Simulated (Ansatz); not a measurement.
C2H8Si, SMILES `CC[SiH3]` (charge 0, multiplicity 1).

Cartesian coordinates (Å):
SMILES: CC[SiH3]
```xyz
11

C     -1.4235     0.0899    -0.1836
C     -0.1031    -0.6294    -0.4860
Si     1.4188     0.3316     0.0619
H     -1.4721     1.0585    -0.6857
H     -1.5410     0.2710     0.8869
H     -2.2838    -0.4957    -0.5145
H     -0.0847    -1.6081     0.0031
H     -0.0162    -0.8260    -1.5588
H      2.6620    -0.4136    -0.2567
H      1.3748     0.5732     1.5262
H      1.4689     1.6487    -0.6215
```
Charge 0, spin multiplicity 1.

Frozen-core energies in 6-31g from Ansatz (an electronic-structure program) at a geometry from B3LYP-D3(BJ)/def2-TZVP; the HF reference has <S^2> = 0.00 and the T1 diagnostic is 0.007.

| level | energy (Ha) | difference from CCSDTQ (mHa) |
|---|---|---|
| HF | -369.22250 | 294.29 |
| MP2 | -369.46464 | 52.15 |
| CCSD | -369.51017 | 6.61 |
| CCSD(T) | -369.51582 | 0.97 |
| CCSDT | -369.51649 | 0.29 |
| CCSDT(Q) | -369.51680 | -0.01 |
| CCSDTQ | -369.51679 | 0.00 |
